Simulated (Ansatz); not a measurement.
Species: YO$_{2}$ (charge 0, doublet). The spin state was set by rule; other spins were not relaxed. 
Geometry from a B3LYP-D3(BJ)/def2-TZVP (Ansatz, a quantum-chemistry and plane-wave program) optimisation:
```
Y
O 1 1.9129
O 1 1.9129 2 125.64
```
Charge 0, spin multiplicity 2.

Wanted: atomisation energy (electronic, to ground-state atoms), in eV. Cores are frozen in the correlated levels unless marked. UHF or UKS for open shells. Spin-orbit coupling is left out. Frozen are the shells of the preceding noble gas and the d and f shells that filled before the atom's block. In def2 rows, elements after Kr have scalar-relativistic effective core potentials. 

| level | program | atomisation energy (eV) |
|---|---|---|
| RI-HF/def2-TZVPP | Ansatz | 5.42 |
| SVWN5/def2-TZVPD | Ansatz | 14.04 |
| PBE/def2-TZVPD | Ansatz | 12.31 |
| PBE-D3(BJ)/def2-TZVPD | Ansatz + dftd3 | 12.35 |
| BLYP/def2-TZVPD | Ansatz | 11.90 |
| revPBE-D3(BJ)/def2-TZVPD | Ansatz + dftd3 | 11.86 |
| r2SCAN-D4/def2-TZVPD | Ansatz + dftd4 | 11.68 |
| B97M-V/def2-TZVPD | Ansatz | 11.23 |
| B3LYP/def2-TZVPD | Ansatz | 11.04 |
| r2SCANh-D4/def2-TZVPD | Ansatz + dftd4 | 11.19 |
| HSE06/def2-TZVPD | Ansatz | 10.97 |
| B2PLYP/def2-TZVPD | Ansatz | 11.07 |
| RI-MP2/def2-QZVPPD | Ansatz | 11.50 |
| CCSD(T)/def2-TZVPPD | Ansatz | 10.43 |

The T1 diagnostic of CCSD in the largest basis is 0.061, which is high, so the coupled-cluster rows are less sure than usual.
